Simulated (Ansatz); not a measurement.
Program: Ansatz. Geometries: PBE0-D4/def2-TZVP. ΔE: electronic, gas phase. CCSD(T)/CBS adds triple-zeta CCSD(T) − MP2 to the extrapolated MP2 energy (def2 sets, frozen cores). This one scheme is used for every species, atoms too. No spin–orbit coupling; open shells (•) take unrestricted orbitals. Spin–orbit coupling would lower the free atoms: a little for O, Si; clearly for Ge. Bonds to Ge are less sure, by a few kJ/mol each and by 10 to 20 or more in all where they break to atoms, as the def2 sets lack core-valence functions. Scalar relativity is left out up to krypton. Each species was taken in one conformer, which may not be the lowest.

Reaction (atomization): `N[SiH2][O][GeH3]` → Ge• + 7 H• + N• + O• + Si•

```csv
species,CCSD(T)/CBS(def2) energy (Eh)
`N[SiH2][O][GeH3]`,-2499.36698
Ge•,-2076.01830
H•,-0.50000
N•,-54.53257
O•,-75.00631
Si•,-288.94402
```

Task: Work out ΔE.

Result: ΔE = 7 × (-0.50000) + (-2076.01830) + (-54.53257) + (-75.00631) + (-288.94402) − (-2499.36698) = 1.36578 Eh = +37.16 eV.

Largest T1 diagnostic among the species: 0.012.

From PBE to PBE0 (25 % exact exchange), in def2-TZVPP and without D4, ΔE moves by −0.44 eV: exact exchange takes away binding that semilocal exchange gives to molecules. The D4 term adds +0.35 eV with B3LYP and +0.18 eV with PBE0; it sums over pairs of atoms, weighted by their polarisabilities, and B3LYP, whose exchange is more repulsive, gets the larger term. In def2-TZVPP, CCSD(T) changes the Hartree–Fock value by +9.70 eV (the triples alone add +0.45 eV) and MP2 by +9.88 eV; breaking electron pairs costs correlation energy, which Hartree–Fock lacks.

B3LYP here is the variant with VWN-RPA as its local correlation; programs differ in this.

For atomizations the MP2-based limit and the directly extrapolated one differ by several kJ/mol either way, and by 10 to 25 for some Ge, Se and Sn compounds, so smaller differences from it don't rank the levels.
